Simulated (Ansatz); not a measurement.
Program: Ansatz 0.2.0.

A structure relaxed at PBE0-D4/def2-TZVP, charge 0, multiplicity 1:

```xyz
10

O    -1.461   -1.253    0.782
C    -1.407   -0.359   -0.008
C    -0.161    0.396   -0.392
C     1.107   -0.042    0.297
F     2.139    0.704   -0.131
F     1.405   -1.315    0.035
F     1.035    0.105    1.620
H    -2.316   -0.005   -0.541
H    -0.320    1.460   -0.187
H    -0.019    0.309   -1.474
```

Give its formula and SMILES.

C3H3F3O, `O=CCC(F)(F)F`.

Point group (tolerance 0.08 Å, 0.16 Å for H)?

Cs.

Summarise the bond lengths by kind.

1 × C–O 1.195 Å; 2 × C–C 1.507 to 1.508 Å; 3 × C–H 1.095 to 1.111 Å; 3 × C–F 1.333 to 1.344 Å.
